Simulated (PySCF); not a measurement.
What an electron can do to SnI

PBE0 in PySCF with def2-TZVPPD on every atom (core potentials on Sn, I), for the lowest determinant that a PBE0 search found; no spin–orbit coupling.

```tsv
species	state (unpaired electrons)	Re (Å)	ωe (cm⁻¹)	energy of the minimum from the neutral (eV)	De (eV)	dissociates to
SnI	doublet (π ↑)	2.716	195	0.00	3.09	Sn + I
SnI⁺	singlet (closed shell)	2.592	242	6.84	3.55	Sn⁺ + I
SnI⁻	triplet (π ↑↑)	2.920	136	-1.65	1.49	Sn + I⁻
```

Question: Work out the lowest energy to break SnI into atoms, from its vibrational ground state.

Answer: D0 = De − ωe/2 = 3.09 − 0.01 = 3.08 eV (PBE0/def2-TZVPPD).

Question: Work out the ionisation energy of the Sn atom at this level and the threshold of dissociative ionisation.

Answer: IE(Sn) = 6.84 + 3.55 − 3.09 = 7.30 eV, so Sn⁺ + I + e⁻ appears at D0 + IE(Sn) = 10.38 eV (PBE0/def2-TZVPPD). The measured IE(Sn) is 7.344 eV (NIST ASD).

Question: Work out the electron affinity of the I atom and the threshold of dissociative attachment.

Answer: EA(I) = 3.09 − 1.49 − (-1.65) = 3.25 eV, so Sn + I⁻ needs D0 − EA(I) = -0.17 eV (negative: it is exothermic at zero electron energy) (PBE0/def2-TZVPPD). The measured EA(I) is 3.059 eV.

Question: At which energy does ion-pair formation open?

Answer: Sn⁺ + I⁻ lies at D0 + IE(Sn) − EA(I) = 7.13 eV (PBE0/def2-TZVPPD).

These are thermodynamic thresholds; the onsets seen under electron impact lie higher where the geometry changes, and cross-sections peak well above them.

Spin–orbit coupling is left out, which matters for elements this heavy, above all for dissociation energies. For an ion De counts to the pair picked by the measured ionisation energies or electron affinities, which need not be the lowest pair at this level. States were picked by a PBE0 search and need not be the measured ground states.
